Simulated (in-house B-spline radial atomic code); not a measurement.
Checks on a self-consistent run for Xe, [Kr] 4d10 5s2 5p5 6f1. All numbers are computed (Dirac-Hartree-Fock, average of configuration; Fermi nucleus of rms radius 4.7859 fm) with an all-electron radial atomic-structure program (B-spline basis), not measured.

```csv
orbital,q,ε (Eh),<1/r>,<r²>,small-component weight
1s1/2,2,-1277.60544,58.1101,0.000963444,0.039645
2s1/2,2,-202.81148,13.6108,0.0153994,0.0085301
2p1/2,2,-190.02604,13.5539,0.0114175,0.008518
2p3/2,4,-178.05085,12.4657,0.012691,0.0080753
3s1/2,2,-43.35582,4.88366,0.106165,0.002562
3p1/2,2,-38.00471,4.784,0.101273,0.0024936
3p3/2,4,-35.67011,4.51858,0.109,0.0023767
3d3/2,4,-26.36860,4.36203,0.0912355,0.002243
3d5/2,6,-25.88235,4.29356,0.0934746,0.0022078
4s1/2,2,-8.77330,1.95008,0.579824,0.00071946
4p1/2,2,-6.79451,1.83946,0.635907,0.0006567
4p3/2,4,-6.32499,1.759,0.680585,0.00062358
4d3/2,4,-3.05330,1.51796,0.878428,0.00048478
4d5/2,6,-2.97583,1.49608,0.900105,0.0004746
5s1/2,2,-1.30642,0.697278,3.8972,0.00012387
5p1/2,1.6667,-0.79859,0.601852,5.20134,9.4788e-05
5p3/2,3.3333,-0.74317,0.575121,5.6344,8.7591e-05
6f5/2,0.42857,-0.01390,0.0278967,2602.07,3.7349e-07
6f7/2,0.57143,-0.01391,0.027901,2601.76,3.7362e-07
```

Electron-electron repulsion V_ee = 2734.2853 hartree.

Task: What total energy follows from the eigenvalues?

Result: The eigenvalues count the repulsion twice, so E = Σqε - V_ee = -4712.198 - 2734.285 = -7446.483 hartree; the run printed -7446.483.

Task: Does the Dirac virial theorem hold?

Result: For a point nucleus E = -2c²Σq·w, with w the small-component weight. Here Σq·w = 0.19825 and c = 137.0360, so the ratio E/(-2c²Σq·w) is 1.000065; the finite nucleus accounts for the departure from 1.

Task: What diamagnetic shielding (Lamb formula) and susceptibility (Langevin formula) do the radii give?

Result: σ = (α²/3)Σq<1/r> = 335.037/(3·137.036²) = 5947.1 ppm, and χ = -0.79199×10⁻⁶·Σq<r²> = -2101×10⁻⁶ cm³/mol with Σq<r²> = 2653.1 bohr². Both are non-relativistic formulas without the paramagnetism of open shells; for so heavy an element the full relativistic shielding is larger by tens of per cent.
